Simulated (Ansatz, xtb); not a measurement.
## C5H5FOSi: which of two isomers lies lower

We compare X, `O=CC1=CC=C[Si@@H]1F`, a singlet, with Y, `O=CC1=C[Si@@H](F)C=C1`, a singlet. Both are isolated molecules in the gas phase, relaxed with B3LYP/def2-SVP, each in the lowest conformer that the search found.

Energies in hartree; the thermal terms are from GFN2-xTB frequencies at re-optimised GFN2-xTB minima (ideal gas, soft modes damped towards free rotors, one conformer each, 298.15 K, 1 atm) and include the zero-point energy:

|  | X | Y |
| --- | --- | --- |
| E, CCSD(T)/def2-SVP | −656.316696 | −656.316189 |
| E, MP2/def2-SVP | −656.227242 | −656.226469 |
| E, MP2/def2-TZVPP | −657.038049 | −657.037549 |
| zero-point energy | 0.083201 | 0.083168 |
| H(298 K) − E | 0.092544 | 0.092423 |
| G(298 K) − E | 0.049750 | 0.049867 |

Task: Correct the CCSD(T) difference for the basis set by the MP2 change, then work out ΔE, ΔE₀, ΔH and ΔG for X → Y in kcal/mol (1 Eh = 627.51 kcal/mol) and the equilibrium ratio [Y]/[X].

Result: 1. Differences Y − X: CCSD(T) +0.000507, MP2 in the small set +0.000773, MP2 in the large set +0.000500 Eh.
2. ΔE = +0.000507 + (+0.000500 − (+0.000773)) = +0.000234 Eh = +0.15 kcal/mol.
3. ΔE₀ = ΔE + ΔZPE = +0.000234 + (−0.000033) Eh = +0.13 kcal/mol.
4. ΔH = ΔE + (−0.000121) Eh = +0.07 kcal/mol.
5. ΔG = ΔE + (+0.000117) Eh = +0.22 kcal/mol, so ΔS = (ΔH − ΔG)/T = −2.1 J/(mol K).
6. kT = 0.9442 mEh, so K = [Y]/[X] = exp(−ΔG/kT) = exp(−0.37) ≈ 0.69.

The two are too close for this level to say which is favoured. An error of 1 kcal/mol in ΔG would change K by a factor of 5.4. Mirror images and further conformers aren't counted.

As drawn, both hold the same kinds of bond in the same numbers.

Other levels gave ΔE = +3.2 (GFN2-xTB); −0.3 (HF/STO-3G, GFN2-xTB geometries); +1.3 (r2SCAN-D4/def2-SVP, GFN2-xTB geometries); +1.3 (B3LYP/def2-SVP); +0.7 (HF/def2-SVP); +0.5 (MP2/def2-SVP); +0.3 (CCSD(T)/def2-SVP) kcal/mol. The correlated steps freeze 12 core orbitals. Programs: Ansatz 0.2.0, xtb 6.7.1.
